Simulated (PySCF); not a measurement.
Computed vibrations of TlF3(NH3)

TlF3(NH3) (singlet). PySCF 2.14.0, RKS PBE0, Tl def2-SVP with ECP60, F def2-SVP, N def2-SVP, H def2-SVP; non-relativistic Hamiltonian with scalar-relativistic core potentials where named; density fitting; no spin-orbit coupling. Central differences of gradients.

```xyz
8

Tl    0.0643   -0.0643    0.0643
F     1.0037    1.4766    1.0037
F    -1.4766   -1.0037    1.0037
F     1.0037   -1.0037   -1.4766
N    -1.3289    1.3289   -1.3289
H    -1.9277    1.9277   -0.7600
H    -0.7600    1.9277   -1.9277
H    -1.9277    0.7600   -1.9277
```

Run from Python with OMP_NUM_THREADS=2. Where DIIS fails, smearing, a level shift and second-order steps follow.
It took 51 s on 2 threads of Arm Neoverse V1, with other jobs on the host.

(1) What are the harmonic wavenumbers and infrared intensities?

(2) Is this a minimum?

Answers

(1) Modes are labelled in C3v; negative numbers are unstable modes, those under 60 cm⁻¹ near the noise; a finer grid moves soft modes by up to 10 cm⁻¹.
| cm⁻¹ | km/mol | symmetry |
| --- | --- | --- |
| -89 | – | a2 |
| 75 | 3.9 | e |
| 75 | 3.9 | e |
| 127 | 21.9 | e |
| 127 | 21.9 | e |
| 150 | 50.7 | a1 |
| 304 | 8.9 | a1 |
| 551 | 5.5 | a1 |
| 560 | 8.3 | e |
| 560 | 8.3 | e |
| 574 | 107.2 | e |
| 574 | 107.2 | e |
| 1157 | 120.4 | a1 |
| 1618 | 24.5 | e |
| 1618 | 24.5 | e |
| 3506 | 31.9 | a1 |
| 3641 | 62.5 | e |
| 3641 | 62.5 | e |

(2) No: 1 unstable; the lowest moves the atoms so:
```
Tl   0.00  0.00  0.00
F   -0.01  0.00  0.01
F    0.00 -0.01 -0.01
F    0.01  0.01  0.00
N    0.00  0.00  0.00
H    0.41  0.41  0.00
H    0.00 -0.41 -0.41
H   -0.41  0.00  0.41
```
